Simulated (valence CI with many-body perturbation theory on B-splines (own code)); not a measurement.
Co14+: electric-dipole lines

Method: valence CI with perturbative core correlation (CI+MBPT): three valence electrons over a frozen Dirac-Fock core [Ne], a basis of 11 s, 11 p, 10 d, 8 f, 5 g, 2 h functions for each j, with the one-electron correlation potential Σ1 (screened to all orders), the two-electron term Σ2, the three-electron term Σ3, Breit, model QED; selected single and double excitations, second order for the rest, scaled by the run's own slope (own B-spline code, finite nucleus).

No measured spectrum was set against this ion. As an estimate, levels of excited configurations hold to 0.05 to 0.15 % of their energy, terms of the ground configuration to about 0.5 %.

Lines 101 to 150 of 587 in falling wavelength, among levels below 2081000 cm⁻¹, chosen from the strongest by gf and those to the six lowest levels. Wavelengths and rates use the calculated energies, so an error of 300 cm⁻¹ moves a line at 306.8 Å by 0.092 % and its rate by three times that or more. Electric multipoles are in the length gauge with retardation, E1 and E2 with the static RPA response of the core. Weak lines are less certain than strong ones. Lines between different terms over intervals too small for the method are left out, as are lines whose strength nearly cancels. Where a level lies close to another of its J and parity, the split of strength between their lines is uncertain. The highest levels of a list are the least certain.

Names give the largest LS component (configuration and term), which can be under half, so a name can repeat, a term be missing and a line seem to break the LS rules; names also repeat where a configuration has a term twice. Letters in brackets count levels of one name in rising energy.

```
λ vac (Å)               Upper                 Lower   A (s⁻¹)  S (a.u.) with core polarisation  S without
    306.8  3p 3d2 2D°_5/2 [c]         3s 3d2 2P_3/2  1.36e+10                         1.16e+00   1.20e+00
    305.8  3p 3d2 2G°_7/2 [b]         3s 3d2 2F_5/2  1.41e+10                         1.60e+00   1.65e+00
    304.1      3p 3d2 4F°_9/2         3s 3d2 4F_9/2  4.99e+09                         6.92e-01   7.17e-01
    303.4  3p 3d2 2G°_7/2 [a]         3s 3d2 4F_7/2  3.01e+09                         3.32e-01   3.44e-01
    303.1   3p2 3d 2D_5/2 [b]  3s 3p 3d 2D°_5/2 [b]  6.48e+09                         5.34e-01   5.53e-01
    303.0  3p 3d2 2D°_3/2 [c]         3s 3d2 2P_1/2  1.09e+10                         5.96e-01   6.17e-01
    297.2   3p2 3d 2D_3/2 [c]  3s 3p 3d 2P°_3/2 [b]  4.37e+09                         2.27e-01   2.35e-01
    297.2  3p 3d2 2D°_3/2 [b]         3s 3d2 2D_3/2  6.72e+09                         3.48e-01   3.61e-01
    295.8       3p2 3d 4F_7/2      3s 3p 3d 4F°_9/2  3.60e+09                         3.68e-01   3.82e-01
    295.4       3p2 3d 4D_7/2      3s 3p 3d 4P°_5/2  4.13e+09                         4.20e-01   4.36e-01
    294.3   3p2 3d 2D_3/2 [c]  3s 3p 3d 2D°_3/2 [b]  3.62e+09                         1.82e-01   1.89e-01
    293.6       3p2 3d 4F_5/2      3s 3p 3d 4F°_7/2  4.65e+09                         3.49e-01   3.62e-01
    293.2  3p 3d2 2D°_5/2 [a]     3p2 3d 2P_3/2 [b]  2.88e+09                         2.15e-01   2.22e-01
    292.4       3p2 3d 4F_3/2      3s 3p 3d 4F°_5/2  4.30e+09                         2.12e-01   2.20e-01
    291.6  3p 3d2 2D°_5/2 [b]         3s 3d2 2D_5/2  5.88e+09                         4.32e-01   4.47e-01
    291.5  3p 3d2 2D°_5/2 [b]         3s 3d2 2D_3/2  2.30e+09                         1.69e-01   1.75e-01
    291.0  3p 3d2 2G°_9/2 [a]     3p2 3d 2F_7/2 [b]  3.83e+09                         4.66e-01   4.82e-01
    290.0          3d3 2P_3/2    3p 3d2 2D°_5/2 [c]  3.86e+09                         1.86e-01   1.92e-01
    289.0       3p2 3d 4F_9/2      3s 3p 3d 4F°_9/2  1.17e+10                         1.39e+00   1.44e+00
    288.3  3p 3d2 2P°_1/2 [c]         3s 3d2 2S_1/2  1.47e+10                         3.47e-01   3.59e-01
    288.2       3p2 3d 4F_3/2      3s 3p 3d 4F°_3/2  8.53e+09                         4.03e-01   4.18e-01
    288.1  3p 3d2 2P°_1/2 [c]         3s 3d2 2P_3/2  6.73e+09                         1.59e-01   1.64e-01
    287.5       3p2 3d 4F_5/2      3s 3p 3d 4F°_5/2  6.49e+09                         4.57e-01   4.74e-01
    287.2  3p 3d2 2D°_3/2 [a]     3p2 3d 2P_1/2 [b]  4.42e+09                         2.07e-01   2.14e-01
    287.0       3p2 3d 4F_7/2      3s 3p 3d 4F°_7/2  7.32e+09                         6.83e-01   7.09e-01
    285.8  3p 3d2 2P°_3/2 [c]         3s 3d2 2P_3/2  1.83e+10                         8.42e-01   8.71e-01
    284.9   3p2 3d 4P_5/2 [b]  3s 3p 3d 2D°_5/2 [a]  3.51e+09                         2.40e-01   2.49e-01
    284.0      3p 3d2 4F°_9/2     3p2 3d 2F_7/2 [b]  2.61e+09                         2.96e-01   3.05e-01
    283.8   3p2 3d 4P_5/2 [a]      3s 3p 3d 4D°_7/2  6.56e+09                         4.44e-01   4.60e-01
    283.2  3p 3d2 2P°_3/2 [c]         3s 3d2 2P_1/2  5.87e+09                         2.63e-01   2.72e-01
    281.1       3p2 3d 4F_7/2      3s 3p 3d 4F°_5/2  2.26e+09                         1.98e-01   2.05e-01
    280.9         3p3 2D°_3/2         3s 3p2 4P_5/2  1.25e+09                         5.45e-02   5.65e-02
    280.9   3p2 3d 2D_3/2 [a]      3s 3p 3d 4D°_5/2  5.03e+09                         2.20e-01   2.28e-01
    280.7      3p 3d2 4S°_3/2         3s 3d2 4P_5/2  4.66e+09                         2.04e-01   2.11e-01
    280.7  3p 3d2 4D°_7/2 [b]         3s 3d2 4F_9/2  6.14e+09                         5.36e-01   5.55e-01
    280.6       3p2 3d 4F_9/2      3s 3p 3d 4F°_7/2  2.03e+09                         2.22e-01   2.30e-01
    280.4  3p 3d2 2F°_7/2 [c]         3s 3d2 2G_9/2  5.67e+09                         4.94e-01   5.11e-01
    280.4  3p 3d2 2G°_7/2 [a]     3p2 3d 2D_5/2 [a]  1.98e+09                         1.72e-01   1.78e-01
    280.2   3p2 3d 2D_3/2 [b]  3s 3p 3d 2F°_5/2 [a]  7.32e+09                         3.18e-01   3.29e-01
    280.0      3p 3d2 4S°_3/2         3s 3d2 4P_3/2  4.65e+09                         2.02e-01   2.09e-01
    279.6  3p 3d2 4D°_7/2 [a]     3p2 3d 2F_5/2 [b]  2.41e+09                         2.08e-01   2.15e-01
    279.5          3d3 2H_9/2    3p 3d2 2G°_7/2 [b]  2.28e+10                         2.45e+00   2.53e+00
    279.3  3p 3d2 2F°_7/2 [c]         3s 3d2 2D_5/2  2.93e+09                         2.52e-01   2.61e-01
    279.2  3p 3d2 4D°_7/2 [b]         3s 3d2 4F_7/2  1.90e+09                         1.63e-01   1.69e-01
    279.1  3p 3d2 4D°_5/2 [b]         3s 3d2 4F_7/2  6.54e+09                         4.21e-01   4.37e-01
    279.0   3p2 3d 2D_5/2 [b]  3s 3p 3d 2F°_7/2 [b]  8.81e+09                         5.67e-01   5.88e-01
    278.5          3d3 2G_7/2    3p 3d2 2F°_5/2 [c]  1.34e+10                         1.14e+00   1.18e+00
    278.0  3p 3d2 4D°_3/2 [b]         3s 3d2 4F_5/2  7.51e+09                         3.19e-01   3.30e-01
    278.0  3p 3d2 4D°_5/2 [b]         3s 3d2 4F_5/2  3.13e+09                         1.99e-01   2.06e-01
    277.9  3p 3d2 2G°_7/2 [a]     3p2 3d 2F_5/2 [b]  2.42e+09                         2.05e-01   2.12e-01
```
